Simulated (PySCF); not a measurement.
Te(OMe)(SMe) (C2H6OSTe), SMILES CO[Te]SC.

Geometry optimised at PBE0-D3(BJ)/def2-SVP. This is a generated structure with no PubChem entry under its InChIKey; it may be hypothetical. The def2 effective core potentials stand for the cores of Te; spin–orbit coupling is left out. One conformer was computed; it need not be the lowest.

Vertical ionisation energy (IE) and electron affinity (EA) in eV. Rows of orbital energies are one-electron estimates. Where ΔSCF, EOM or ADC give a negative EA the extra electron is unbound and the value depends on the basis.

```json
[
 {"level": "−ε(HOMO), −ε(LUMO), CAM-B3LYP/def2-TZVP (PySCF)", "IE": "(withheld)", "EA": "(withheld)"},
 {"level": "−ε(HOMO), −ε(LUMO), PBE/def2-TZVP (PySCF)", "IE": "5.21", "EA": "2.38"}
]
```

Fill in the missing entries. (An estimate is asked for; the answer gives what the named calculation found.)


- −ε(HOMO), −ε(LUMO), CAM-B3LYP/def2-TZVP (PySCF), IE: 7.59
- −ε(HOMO), −ε(LUMO), CAM-B3LYP/def2-TZVP (PySCF), EA: 0.54
